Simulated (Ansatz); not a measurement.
Molecular dynamics of H10NPSi2

input.yaml

```yaml
crystal:
  periodic: [false, false, false]
  atoms:
    - { symbol: Si, position_ang: [-0.7613, -0.0148, -0.763] }
    - { symbol: Si, position_ang: [0.4771, -0.9507, 1.3324] }
    - { symbol: H, position_ang: [-1.5802, 0.6501, -1.7994] }
    - { symbol: H, position_ang: [-1.7832, -0.8147, -0.0833] }
    - { symbol: "N", position_ang: [0.39, -0.9072, -1.6861] }
    - { symbol: H, position_ang: [1.1545, 0.7659, 1.0491] }
    - { symbol: P, position_ang: [0.2679, 2.1074, 0.182] }
    - { symbol: H, position_ang: [1.5713, -1.3865, 2.2211] }
    - { symbol: H, position_ang: [-0.6987, -0.7864, 2.1904] }
    - { symbol: H, position_ang: [0.3323, -2.1576, 0.5118] }
    - { symbol: H, position_ang: [0.3409, -0.8019, -2.6845] }
    - { symbol: H, position_ang: [1.3526, -0.9508, -1.3949] }
    - { symbol: H, position_ang: [-0.509, 3.161, -0.3761] }
    - { symbol: H, position_ang: [-0.5543, 2.0862, 1.3005] }
magnetization:
  spin_polarized: true
basis:
  gaussian: { orbitals: STO-3G }
hamiltonian:
  xc: blyp
md:
  timestep: 0.5
  n_steps: 150
  ensemble: nve
  temperature: 100.0
  initial_velocities: maxwell_boltzmann
  seed: 282493
```

Command:

```bash
$ ansatz run input.yaml --threads 1 --pin off --max-ram 2048MiB --backend cpu --events-out ev --progress --plain --runs-dir out
```

It starts from a rough guess of a transition structure, not a stationary point.

Output, in part (one step line in 6, the closing report, with atoms numbered from 0):

```
md step     0: t =     0.00 fs  T =   100.0 K  F+E_penalty+E_count = -26380.73138295 eV  E_kin = 0.155112 eV  conserved = -26380.57627096 eV  (28 SCF iters)
md step     6: t =     3.00 fs  T =   547.9 K  F+E_penalty+E_count = -26381.42999566 eV  E_kin = 0.849893 eV  conserved = -26380.58010220 eV  (28 SCF iters)
md step    12: t =     6.00 fs  T =   666.0 K  F+E_penalty+E_count = -26381.61821094 eV  E_kin = 1.033050 eV  conserved = -26380.58516053 eV  (27 SCF iters)
md step    18: t =     9.00 fs  T =   889.4 K  F+E_penalty+E_count = -26381.96634359 eV  E_kin = 1.379627 eV  conserved = -26380.58671640 eV  (27 SCF iters)
md step    24: t =    12.00 fs  T =  1033.4 K  F+E_penalty+E_count = -26382.18343457 eV  E_kin = 1.602903 eV  conserved = -26380.58053167 eV  (27 SCF iters)
md step    30: t =    15.00 fs  T =   828.8 K  F+E_penalty+E_count = -26381.86113378 eV  E_kin = 1.285603 eV  conserved = -26380.57553079 eV  (27 SCF iters)
md step    36: t =    18.00 fs  T =  1545.2 K  F+E_penalty+E_count = -26382.97987552 eV  E_kin = 2.396766 eV  conserved = -26380.58310913 eV  (26 SCF iters)
md step    42: t =    21.00 fs  T =  1271.0 K  F+E_penalty+E_count = -26382.54561216 eV  E_kin = 1.971536 eV  conserved = -26380.57407582 eV  (25 SCF iters)
md step    48: t =    24.00 fs  T =  1822.3 K  F+E_penalty+E_count = -26383.41448212 eV  E_kin = 2.826562 eV  conserved = -26380.58791971 eV  (27 SCF iters)
md step    54: t =    27.00 fs  T =  1384.2 K  F+E_penalty+E_count = -26382.72511826 eV  E_kin = 2.147012 eV  conserved = -26380.57810673 eV  (27 SCF iters)
md step    60: t =    30.00 fs  T =  1373.3 K  F+E_penalty+E_count = -26382.70561620 eV  E_kin = 2.130083 eV  conserved = -26380.57553284 eV  (27 SCF iters)
md step    66: t =    33.00 fs  T =  1972.2 K  F+E_penalty+E_count = -26383.64938954 eV  E_kin = 3.059125 eV  conserved = -26380.59026450 eV  (27 SCF iters)
md step    72: t =    36.00 fs  T =  1604.5 K  F+E_penalty+E_count = -26383.06574026 eV  E_kin = 2.488706 eV  conserved = -26380.57703422 eV  (26 SCF iters)
md step    78: t =    39.00 fs  T =  1996.4 K  F+E_penalty+E_count = -26383.67858386 eV  E_kin = 3.096720 eV  conserved = -26380.58186386 eV  (25 SCF iters)
md step    84: t =    42.00 fs  T =  1563.5 K  F+E_penalty+E_count = -26383.00257480 eV  E_kin = 2.425240 eV  conserved = -26380.57733463 eV  (26 SCF iters)
md step    90: t =    45.00 fs  T =  2000.0 K  F+E_penalty+E_count = -26383.68211524 eV  E_kin = 3.102269 eV  conserved = -26380.57984666 eV  (26 SCF iters)
md step    96: t =    48.00 fs  T =  1887.9 K  F+E_penalty+E_count = -26383.50833731 eV  E_kin = 2.928313 eV  conserved = -26380.58002406 eV  (26 SCF iters)
md step   102: t =    51.00 fs  T =  2246.5 K  F+E_penalty+E_count = -26384.07400175 eV  E_kin = 3.484521 eV  conserved = -26380.58948085 eV  (25 SCF iters)
md step   108: t =    54.00 fs  T =  1772.8 K  F+E_penalty+E_count = -26383.32679654 eV  E_kin = 2.749848 eV  conserved = -26380.57694852 eV  (28 SCF iters)
md step   114: t =    57.00 fs  T =  1706.6 K  F+E_penalty+E_count = -26383.22517664 eV  E_kin = 2.647087 eV  conserved = -26380.57809008 eV  (27 SCF iters)
md step   120: t =    60.00 fs  T =  2128.5 K  F+E_penalty+E_count = -26383.88989043 eV  E_kin = 3.301535 eV  conserved = -26380.58835555 eV  (23 SCF iters)
md step   126: t =    63.00 fs  T =  1613.1 K  F+E_penalty+E_count = -26383.07680683 eV  E_kin = 2.502173 eV  conserved = -26380.57463346 eV  (28 SCF iters)
md step   132: t =    66.00 fs  T =  2035.2 K  F+E_penalty+E_count = -26383.74023431 eV  E_kin = 3.156891 eV  conserved = -26380.58334304 eV  (27 SCF iters)
md step   138: t =    69.00 fs  T =  1498.2 K  F+E_penalty+E_count = -26382.89898605 eV  E_kin = 2.323948 eV  conserved = -26380.57503780 eV  (25 SCF iters)
md step   144: t =    72.00 fs  T =  1965.6 K  F+E_penalty+E_count = -26383.62975673 eV  E_kin = 3.048847 eV  conserved = -26380.58090972 eV  (27 SCF iters)
md step   150: t =    75.00 fs  T =  1822.0 K  F+E_penalty+E_count = -26383.40612760 eV  E_kin = 2.826168 eV  conserved = -26380.57995961 eV  (25 SCF iters)
Total energy: -26383.40645587 eV, -969.5723039381 hartree
Atom 0 at    -1.066067     0.621918    -1.611988 Å, force     1.580275     1.812139     1.207311 eV/Å
Atom 1 at     1.173296    -1.756657     2.595182 Å, force    -5.130943    -1.790099     2.796140 eV/Å
Atom 2 at    -1.418111     1.463486    -2.757909 Å, force     0.141582    -0.431077    -0.194490 eV/Å
Atom 3 at    -2.273506     0.006125    -1.142884 Å, force    -0.434595    -0.302441     0.408183 eV/Å
Atom 4 at     0.077221    -0.649584    -2.055038 Å, force     0.508673    -0.044214    -1.135337 eV/Å
Atom 5 at     2.369755    -1.387897     2.414261 Å, force     6.420045     2.262923    -1.150532 eV/Å
Atom 6 at     0.015823     2.184589    -0.072449 Å, force    -0.707165    -1.740909    -0.689823 eV/Å
Atom 7 at     1.167373    -2.438868     3.878748 Å, force    -0.047841    -0.460786    -0.230800 eV/Å
Atom 8 at     0.299724    -0.672788     2.848671 Å, force    -0.588319     0.906563    -0.325702 eV/Å
Atom 9 at     0.782969    -2.551622     1.515990 Å, force    -0.648319    -0.920128    -1.079373 eV/Å
Atom 10 at     0.911177    -0.292196    -2.660843 Å, force    -0.863989    -0.717709     1.221986 eV/Å
Atom 11 at     0.416258    -1.293386    -1.270216 Å, force     0.069344     0.681479    -0.607846 eV/Å
Atom 12 at    -0.222312     3.197725    -0.996897 Å, force     0.092505     0.731081    -0.614950 eV/Å
Atom 13 at    -1.221056     2.498403     0.522002 Å, force    -0.391253     0.013178     0.395233 eV/Å
Dipole moment:     0.074055     0.002809    -0.019350 e Å
```

The run went to its last step. The conserved energy stayed within 1 meV per atom of its start (net change -0.26 meV per atom), so the integration is sound. The system heated up, since it started high on the potential surface and ran downhill. A run of 0.075 ps of so small a system gives no equilibrium averages. The orbitals stay closed-shell, which can raise the energy where a bond breaks towards radicals; this wasn't checked here. Limits of this set-up: minimal basis.

The step under study would form Si1–P7, Si2–H6 and break Si1–Si2, H6–P7. These pairs go: Si1–P7 2.54 → 2.45 Å, Si2–H6 1.87 → 1.27 Å, Si1–Si2 2.61 → 5.33 Å, H6–P7 1.83 → 4.95 Å. In the last frame they stand as after the step (other bonds may differ from the relaxed reactants and products). These pairs come and go: their bonding changes 12 times, last at 70 of 75 fs, so the outcome isn't settled. It ends as H4Si + H6NPSi. Pairs count as bonded within 1.25 times the sum of covalent radii (0.12 Å more for H–H).

Last frame:

```xyz
14
Properties=species:S:1:pos:R:3
Si -1.066 0.622 -1.612
Si 1.173 -1.757 2.595
H -1.418 1.464 -2.758
H -2.273 0.006 -1.143
N 0.077 -0.650 -2.055
H 2.370 -1.388 2.414
P 0.016 2.185 -0.072
H 1.167 -2.439 3.879
H 0.300 -0.673 2.849
H 0.783 -2.552 1.516
H 0.911 -0.292 -2.661
H 0.416 -1.293 -1.270
H -0.222 3.198 -0.997
H -1.221 2.498 0.522
```

Time of the run: 5.5 min on 1 CPU thread of a shared host.
